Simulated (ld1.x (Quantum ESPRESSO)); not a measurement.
An odd input for ld1.x (Quantum ESPRESSO) 7.5 (vanadium)

Command:

```bash
ld1.x < V.in > V.out
```

Input:

```
&input
   title='V', zed=23., rel=1, dft='PBESOL', iswitch=3,
   config='[Ar] 3d3 4s1 4p1',
   nld=3, rlderiv=3.70, eminld=-2.0, emaxld=5.0, deld=0.02
 /
 &inputp
   pseudotype=3, lpaw=.true., tm=.true., lloc=-2, rcloc=2.15,
   nlcc=.true., new_core_ps=.true.,
   which_augfun='BESSEL', rmatch_augfun=1.85,
   file_pseudopw='V.UPF', file_wfcaegen='ae.wfc', file_wfcncgen='nc.wfc', file_beta='beta', file_chi='chi', file_wfcusgen='us.wfc'
 /
6
4S  1  0   1.00   0.00  2.40  2.70  0.0
4S  1  0   0.00   0.85  2.40  2.70  0.0
4P  2  1   1.00   0.00  3.10  3.40  0.0
4P  2  1   0.00   1.15  3.10  3.40  0.0
3D  3  2   3.00   0.00  2.45  2.60  0.0
3D  3  2   0.00   0.00  2.45  2.60  0.0
 &test
   configts(1)='3d3 4s1 4p1'
 /
```

This is an input that runs to its end, with one change: energy 0.00 typed for the extra wave 3D.

Task: How does the run end?

Result: The program refuses the input: "ld1_setup: mismatched all-electron/pseudo occupations".

```
Program LD1 v.7.5

 %%%%%%%%%%%%%%%%%%%%%%%%%%%%%%%%%%%%%%%%%%%%%%%%%%%%%%%%%%%%%%%%%%%%%%%%%%%%%%
     Error in routine ld1_setup (6):
     mismatched all-electron/pseudo occupations
 %%%%%%%%%%%%%%%%%%%%%%%%%%%%%%%%%%%%%%%%%%%%%%%%%%%%%%%%%%%%%%%%%%%%%%%%%%%%%%

     stopping ...
```
